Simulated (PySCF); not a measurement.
biphenylene (C12H8), SMILES c1ccc2c(c1)-c1ccccc1-2. Heavy atoms are numbered as in [cH:1]1[cH:2][cH:3][c:4]2[c:5]([cH:6]1)-[c:7]1[cH:8][cH:9][cH:10][cH:11][c:12]1-2. Hydrogens are named by the atom that carries them.

Coordinates come from a B3LYP-D3(BJ)/def2-SVP optimisation.

Computed with HF/pcSseg-1 run with PySCF.

GIAO shieldings, no solvent; atoms alike by connectivity are averaged. δ = σ(ref) − σ: ¹³C against TMS (σ = 192.6 ppm); ¹H against TMS (σ = 31.99 ppm), references at their B3LYP-D3(BJ)/def2-TZVP geometries, non-relativistic.

Q: Estimate the chemical shifts. (An estimate is asked for; the answer gives what the named calculation found.)

A: 
```csv
nucleus,atoms,count,δ (ppm)
¹³C,C4,4,162.7
¹³C,C1 (CH),4,137.9
¹³C,C3 (CH),4,127.1
¹H,H on C3,4,7.25
¹H,H on C1,4,7.21
```
